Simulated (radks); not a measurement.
Species: La2+. Configuration: [Kr] 4d10 5s1.75 5p6 5d1 6d0.25 (fractional occupations, a model configuration). All-electron calculation, Dirac Kohn-Sham, LDA (Slater exchange, Perdew-Wang correlation), spin-unpolarised, spherical densities, finite nucleus; open shells are shared between the two j in proportion to 2j + 1; Fermi nuclear charge, rms radius 4.855 fm. Program: a radial shooting solver on a logarithmic mesh with Libxc functionals.

X-ray form factor f0, the Fourier transform of the density (f0(0) = 55):

sin(theta)/lambda (1/angstrom)  f0 (electrons)
0.05                                    54.023
0.1                                     51.685
0.15                                    48.633
0.2                                     45.308
0.25                                    42.096
0.3                                     39.197
0.4                                     34.392
0.5                                     30.531
0.6                                     27.240
0.8                                     22.039
1                                       18.563
1.25                                    15.724
1.5                                     13.470
2                                        9.547
